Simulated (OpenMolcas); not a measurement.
An atom or ion with 45 electrons was computed by SS-CASPT2, IPEA 0.25 Eh, imaginary shift 0.1 Eh with spin-orbit coupling (OpenMolcas, ANO-RCC-VQZP, DKH2). The lowest levels that the run gave, each within 12 % of the measured value where one is at hand:

| J | Parity | E (cm⁻¹) | g |
| --- | --- | --- | --- |
| 5/2 | even | 0.0 | 1.200 |
| 3/2 | even | 4700 | 0.800 |
| 9/2 | even | 60750 | 1.333 |
| 7/2 | even | 63130 | 1.228 |
| 5/2 | even | 65420 | 1.031 |
| 3/2 | even | 66580 | 0.440 |
| 7/2 | even | 68820 | 1.151 |
| 5/2 | even | 71210 | 1.092 |
| 5/2 | even | 73900 | 1.308 |
| 3/2 | even | 74930 | 1.291 |
| 1/2 | even | 77080 | 2.660 |
| 3/2 | even | 77420 | 1.293 |

Task: Which ion is it, and what are the configurations and terms?

Result: Ag2+ (Z = 47, charge +2; active space 9 electrons in 6 orbitals (4d 5s)). J, parity and g give the terms where levels are pure, and mixed ones are named by the computed weights; the size of the splittings, set against known spectra of the 45-electron sequence, gives the charge. In order, with the measured energies in cm⁻¹ (Moore, Atomic Energy Levels, vol. III, NSRDS-NBS 35 (1971 reprint of NBS Circular 467, 1958)): 4d⁹ ²D_5/2, 4d⁹ ²D_3/2 (4607), 4d⁸ 5s ⁴F_9/2 (63250), 4d⁸ 5s ⁴F_7/2 (65764), 4d⁸ 5s ⁴F_5/2 (68145), 4d⁸ 5s ⁴F_3/2 (69351), 4d⁸ 5s ²F_7/2 (71691), 4d⁸ 5s ²F_5/2 [53 %], 4d⁸ 5s ⁴P_5/2 [58 %] (76406), 4d⁸ 5s ⁴P_3/2 [50 %], 4d⁸ 5s ⁴P_1/2, 4d⁸ 5s ⁴P_3/2 [50 %].

CASPT2 does not keep the components of a term degenerate, so their means are used; among the terms shown or strongly mixed into the levels shown the widest spread is 670 cm-1 (4d⁸ 5s ⁴F). Terms from blocks run as CI alone lack orbitals of their own. A single d shell beside an s shell can misplace configurations of different d count against each other. Computed and measured levels are paired by configuration, term and J; levels that our copy of the source lacks, or whose pairing is in doubt (as where it misses far off the trend of its configuration), stay unpaired and out of the deviations. Levels of configurations outside the active space are missing.

A share in square brackets marks a mixed level and gives the weight of the term that names it.
